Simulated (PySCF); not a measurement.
Si(H)(SiH3) cation (H4Si2), SMILES [SiH3][SiH] (connectivity only; charge and spin as stated), charge +1, multiplicity 2.

The structure is a stationary point at PBE-D3(BJ)/def2-TZVP. The multiplicity is an assumed one; other spin states were not compared. The isomer is the one that the SMILES or the coordinates give; other isomers of the formula were not compared.

All values below come from TDA-PBE0/def2-TZVPD in PySCF.

Vertical excitations. The molecule is in vacuum.

Computed excitation energies, oscillator strengths and character:
| state | energy (eV) | λ (nm) | f | main pairs |
|---|---|---|---|---|
| root 1 | 1.43 | 869 | 0.001 | α HOMO→LUMO 99 % |
| root 2 | 3.24 | 383 | 0.000 | α HOMO−1→LUMO 45 %, β HOMO→LUMO+1 49 % |
| root 3 | 3.60 | 345 | 0.027 | β HOMO→LUMO 96 % |
| root 4 | 4.17 | 297 | 0.008 | α HOMO−1→LUMO 51 %, β HOMO→LUMO+1 47 % |
| root 5 | 4.64 | 267 | 0.000 | α HOMO−2→LUMO 32 %, α HOMO−3→LUMO 15 %, β HOMO−1→LUMO 33 %, β HOMO−2→LUMO+1 10 %, β HOMO−2→LUMO 8 % |
| root 6 | 4.69 | 265 | 0.002 | α HOMO−3→LUMO 19 %, α HOMO−2→LUMO 6 %, β HOMO−2→LUMO 60 %, β HOMO−1→LUMO 11 % |
| root 7 | 4.85 | 256 | 0.006 | α HOMO−2→LUMO 13 %, α HOMO−3→LUMO 8 %, β HOMO−1→LUMO 49 %, β HOMO−2→LUMO+1 23 % |
| root 8 | 4.92 | 252 | 0.006 | α HOMO−3→LUMO 34 %, α HOMO−2→LUMO 29 %, β HOMO−2→LUMO 25 %, β HOMO−1→LUMO+1 6 % |
| root 9 | 5.21 | 238 | 0.005 | β HOMO−1→LUMO+1 91 % |
| root 10 | 5.42 | 229 | 0.026 | α HOMO→LUMO+1 26 %, α HOMO−3→LUMO 11 %, α HOMO−2→LUMO 9 %, β HOMO−2→LUMO+1 49 % |
Unrestricted roots are not spin-pure.
